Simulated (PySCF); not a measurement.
Cl2GeH4Si, SMILES Cl[SiH](Cl)[GeH3]. Atoms are numbered in the order given.

```xyz
8

Si     0.5949     0.5816     0.0000
Cl     1.4896    -0.2141     1.6802
Cl     1.4896    -0.2141    -1.6802
Ge    -1.6676    -0.0701     0.0000
H      0.8463     2.0427     0.0000
H     -2.3704     0.4690    -1.2538
H     -2.3704     0.4690     1.2538
H     -1.7178    -1.6026     0.0000
```
Charge 0, spin multiplicity 1.

The structure is a stationary point at ωB97X-D3(BJ)/def2-SVP. This is a generated structure with no PubChem entry under its InChIKey; it may be hypothetical.

Calculation: PySCF with PBE/def2-TZVP.

Symmetry labels are those of the subgroup Cs that the program uses (full group Cs).

Computed valence orbital energies around the gap with their symmetry:
```json
[
 {"orbital": "HOMO−7", "symmetry": "A'", "energy (eV)": "-10.09"},
 {"orbital": "HOMO−6", "symmetry": "A'", "energy (eV)": "-9.22"},
 {"orbital": "HOMO−5", "symmetry": "A\"", "energy (eV)": "-8.77"},
 {"orbital": "HOMO−4", "symmetry": "A'", "energy (eV)": "-8.65"},
 {"orbital": "HOMO−3", "symmetry": "A'", "energy (eV)": "-8.23"},
 {"orbital": "HOMO−2", "symmetry": "A\"", "energy (eV)": "-8.16"},
 {"orbital": "HOMO−1", "symmetry": "A\"", "energy (eV)": "-7.91"},
 {"orbital": "HOMO", "symmetry": "A'", "energy (eV)": "-7.05"},
 {"orbital": "LUMO", "symmetry": "A'", "energy (eV)": "-1.29"},
 {"orbital": "LUMO+1", "symmetry": "A\"", "energy (eV)": "-1.21"},
 {"orbital": "LUMO+2", "symmetry": "A'", "energy (eV)": "-0.65"},
 {"orbital": "LUMO+3", "symmetry": "A'", "energy (eV)": "0.00"}
]
```
